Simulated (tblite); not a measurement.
Compound: C5H9NS.
Cartesian coordinates in Å at the GFN2-xTB level; atoms count from 1:
```xyz
16
C5H9NS angstrom
C      2.820   -0.221    0.429
C      1.526   -0.479    0.569
C      0.494    0.552    0.484
S      0.877    2.125    0.836
N     -0.757    0.181    0.156
C     -1.859    1.109    0.213
C     -1.082   -1.145   -0.317
H      3.164    0.775    0.207
H      3.566   -0.989    0.535
H      1.193   -1.482    0.799
H     -2.152    1.425   -0.792
H     -2.710    0.634    0.702
H     -1.556    1.988    0.779
H     -1.279   -1.830    0.515
H     -0.275   -1.548   -0.927
H     -1.978   -1.085   -0.932
```

Level: GFN2-xTB in tblite, geometry and Hessian alike; calculated harmonic values, unscaled, isolated species. This tight-binding method is rough: wavenumbers can miss measured ones by several per cent, in bad cases by 10 to 20. One conformer, not necessarily the lowest.

Harmonic wavenumbers (cm⁻¹): 64.9, 71.8, 108.3, 137.7, 211.6, 260.8, 296.7, 381.6, 403.7, 453.6, 521.8, 675.0, 691.8, 898.7, 948.4, 984.7, 1014.7, 1048.5, 1085.2, 1105.1, 1143.1, 1191.6, 1272.0, 1289.7, 1383.9, 1392.9, 1408.2, 1452.5, 1457.0, 1478.3, 1484.5, 1495.5, 1660.7, 2938.5, 2959.0, 2991.0, 3015.9, 3022.5, 3026.5, 3055.1, 3106.1, 3140.5.

A = 2920, B = 1949, C = 1198 MHz; mass 115.046 u (most abundant isotopes); point group C1, symmetry number 1.

Problem. What is the zero-point energy?

Solution. Half the sum of the wavenumbers: 28365 cm⁻¹ = 339.32 kJ/mol.

Problem. What is S at 400 K and 1 bar for an ideal gas of classical rigid rotors and harmonic oscillators?

Solution. Translation 174.15, rotation 121.85, vibration 137.53: S = 433.5 J/(mol K).

Problem. And Cp and H(400 K) − H(0)?

Solution. Cp = 167.34 J/(mol K), of which vibrations give 134.08 (their classical limit is 42 R = 349.2); H(400 K) − H(0) = 41.44 kJ/mol without the zero-point energy, 28.14 from vibrations.

Problem. What must be added to the electronic energy to get the Gibbs energy at 400 K and 1 bar?

Solution. ZPE + [H(400 K) − H(0)] − T·S = 339.32 + 41.44 − 173.41 = 207.35 kJ/mol.

Problem. How do the functions run with temperature in this model?

Solution. 
```csv
T (K),S (J/(mol K)),Cp (J/(mol K)),H − H(0) (kJ/mol),G − H(0) (kJ/mol),ln q(vib)
150,313.6,90.2,9.31,-37.72,2.57
250,366.7,120.4,19.85,-71.83,4.84
298.15,389.2,135.5,26.01,-90.04,5.90
600,511.8,219.6,80.41,-226.67,12.22
900,611.5,271.7,154.73,-395.66,18.03
```

q(vib) and H(0) count from the zero-point level.

Problem. Blend soft modes into free rotors: weight 1/[1 + (100 cm⁻¹/ν̃)⁴] for the oscillator and the rest for a rotor with moment μB/(μ + B), μ = h/(8π²ν), B = 10⁻⁴⁴ kg m². What vibrational entropy results?

Solution. 126.95 J/(mol K) in place of 137.53, which changes −T·S at 400 K by +4.23 kJ/mol.

Problem. Which modes carry the vibrational entropy at 400 K?

Solution. 64.9 cm⁻¹: 20.43; 71.8 cm⁻¹: 19.59; 108.3 cm⁻¹: 16.21; 137.7 cm⁻¹: 14.24; 211.6 cm⁻¹: 10.78; 260.8 cm⁻¹: 9.14 J/(mol K); the other 36 give 47.13 together.

Hindered rotation and anharmonicity are outside this model. Other conformers, if any are populated, would add a mixing term that is left out. The structure is chiral; the term R ln 2 for an equal mix with its mirror image is left out.
